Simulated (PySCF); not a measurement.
Molecule: `InChI=1S/C6H11B/c1-4-6(7)5(2)3/h4H,2,7H2,1,3H3/b6-4+`.

Geometry (Å), atoms numbered from 1 in this order:
```xyz
18

B    -0.015    1.601    1.623
C     0.181    0.684    0.398
C     1.227    0.855   -0.432
C     1.551    0.043   -1.637
C    -0.809   -0.393    0.141
C    -1.664   -0.338   -0.869
C    -0.788   -1.523    1.126
H    -0.924    1.452    2.343
H     0.749    2.464    1.825
H     1.932    1.650   -0.221
H     0.857   -0.784   -1.761
H     2.568   -0.343   -1.561
H     1.511    0.672   -2.527
H    -2.403   -1.106   -1.034
H    -1.669    0.487   -1.563
H     0.177   -2.031    1.088
H    -1.574   -2.243    0.913
H    -0.917   -1.140    2.136
```

Frames of a GFN2-xTB Langevin trajectory at 300 K; GIAO PBE0/pcSseg-1 shieldings in PySCF 2.14, gas phase, non-relativistic; equivalent atoms averaged within each frame.

Shifts are taken against calculated references (same method and geometry level): 11B (σ = 100.07 ppm) against BF3·OEt2; 13C (σ = 186.93 ppm) and 1H (σ = 31.72 ppm) vs TMS. The references are static minima.

**Question.** How do the shifts (ppm) fluctuate along the trajectory?

**Answer.** 
| time (fs) | B1 | C2 | C3 | C5 | C6 | C7 | C4 | H10 | H8/H9 | H14 |
| --- | --- | --- | --- | --- | --- | --- | --- | --- | --- | --- |
| optimised geometry | 71.2 | 165.0 | 171.6 | 159.0 | 117.2 | 28.3 | 21.6 | 7.21 | 6.81 | 5.34 |
| 250 | 74.3 | 176.9 | 170.9 | 152.7 | 119.3 | 28.8 | 18.2 | 7.61 | 7.20 | 5.36 |
| 425 | 70.9 | 161.7 | 171.7 | 156.7 | 121.2 | 33.6 | 23.7 | 7.10 | 7.05 | 5.81 |
| 625 | 71.1 | 181.7 | 178.7 | 159.3 | 118.8 | 32.0 | 24.5 | 7.75 | 7.02 | 5.10 |
| 800 | 75.7 | 158.8 | 143.7 | 149.0 | 117.5 | 24.6 | 16.5 | 5.84 | 7.26 | 4.42 |
| 1000 | 67.0 | 167.8 | 164.2 | 162.5 | 123.2 | 18.8 | 20.2 | 6.88 | 6.54 | 6.11 |
| mean of frames | 71.8 | 169.4 | 165.8 | 156.0 | 120.0 | 27.6 | 20.6 | 7.04 | 7.01 | 5.36 |
| standard deviation | 3.4 | 9.8 | 13.4 | 5.3 | 2.2 | 6.0 | 3.4 | 0.76 | 0.28 | 0.66 |

5 frames give an uncertainty of the mean of about the standard deviation over 2.2 at best, since frames this close in time may not be independent; classical motion lacks zero-point vibration, and the reference would need the same averaging.
